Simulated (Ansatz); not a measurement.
The pair A = C2H2 (SMILES C#C) (first 4 atoms), B = GeH4 (SMILES [GeH4]); geometry from B3LYP-D3(BJ)/def2-TZVP.
(charge 0, multiplicity 1):
```xyz
9

C      0.6088     0.3271    -0.0053
C     -0.5606     0.0734    -0.0210
H      1.6472     0.5519     0.0136
H     -1.5990    -0.1521    -0.0326
Ge    -0.0201    -0.1596     3.7048
H     -0.9554     0.9912     3.3104
H      1.4059     0.1445     3.2244
H     -0.5105    -1.4691     3.0725
H     -0.0163    -0.3070     5.2364
```

Cores are frozen in the correlated methods. Filled d and f shells under p-block atoms count as core. MP2 and its Hartree–Fock in aug-cc-pVQZ, aug-cc-pVTZ are density fitted.

Programs: Ansatz (an electronic-structure program). Each number belongs to the level named beside it.

The counterpoise-corrected interaction energy is E(AB) − E(A in the pair's basis) − E(B in the pair's basis). Total energies (hartree):

```tsv
level	AB	A in the pair's basis	B in the pair's basis
HF/aug-cc-pVTZ	-2154.5678755	-76.8506855	-2077.7181620
MP2/aug-cc-pVTZ	-2155.0250178	-77.1637307	-2077.8593893
HF/aug-cc-pVQZ	-2154.5762994	-76.8550769	-2077.7221744
MP2/aug-cc-pVQZ	-2155.0583620	-77.1854065	-2077.8709351
MP2/aug-cc-pVDZ	-2154.8549600	-77.0911525	-2077.7622601
CCSD(T)/aug-cc-pVDZ	-2154.9166651	-77.1195766	-2077.7957586
```

**Question.** Work out the counterpoise-corrected interaction energy at the basis-set limit: extrapolate the MP2 correlation part as X⁻³, take Hartree–Fock from the larger set, and add the CCSD(T) − MP2 difference of aug-cc-pVDZ.

**Answer.** 
1. Differences (1 hartree = 627.509 kcal/mol): HF/aug-cc-pVTZ 0.610; MP2/aug-cc-pVTZ -1.191; HF/aug-cc-pVQZ 0.597; MP2/aug-cc-pVQZ -1.268; MP2/aug-cc-pVDZ -0.971; CCSD(T)/aug-cc-pVDZ -0.835.
2. Correlation parts, MP2 less HF: -1.801 in aug-cc-pVTZ (X = 3), -1.865 in aug-cc-pVQZ (X = 4).
3. Limit (4³·(-1.865) − 3³·(-1.801))/(4³ − 3³) = -1.912; with HF/aug-cc-pVQZ it gives -1.315.
4. CCSD(T) less MP2 in aug-cc-pVDZ: 0.136.
Result: -1.18 kcal/mol, against -1.19 at MP2/aug-cc-pVTZ. It is an estimate of this method's limit, not of the exact value.
